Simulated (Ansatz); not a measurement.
System: ZrCl3 (charge +1, singlet). The spin state was set by rule; other spins were not relaxed. SMILES of the parent species: [Cl][Zr]([Cl])[Cl]
Coordinates optimised at B3LYP-D3(BJ)/def2-TZVP (Ansatz, a quantum-chemistry and plane-wave program):
```xyz
4

Zr    -0.1290    -0.3470    -0.2307
Cl     2.1205    -0.0977    -0.3922
Cl    -0.6830    -0.6147     1.9534
Cl    -1.1339     1.5288    -1.0184
```
Charge +1, spin multiplicity 1.

Parts of the frozen-core correlation energy in def2-SVPD (Ansatz, hartree). Frozen orbitals: 19; correlated occupied orbitals by spin: 12 and 12; virtual: 84 and 84. Spin-orbit coupling is left out. In def2 rows, elements after Kr have scalar-relativistic effective core potentials.

```csv
term,value
reference (HF),-1424.55498
MP2 opposite-spin,…
MP2 same-spin,…
CCSD correlation,-0.54813
(T),…
T1 diagnostic,0.021
largest doubles amplitude,0.023
```

Problem. Some entries are withheld; supply them.

Solution. 
- MP2 opposite-spin, value: -0.37496
- MP2 same-spin, value: -0.14900
- (T), value: -0.02444
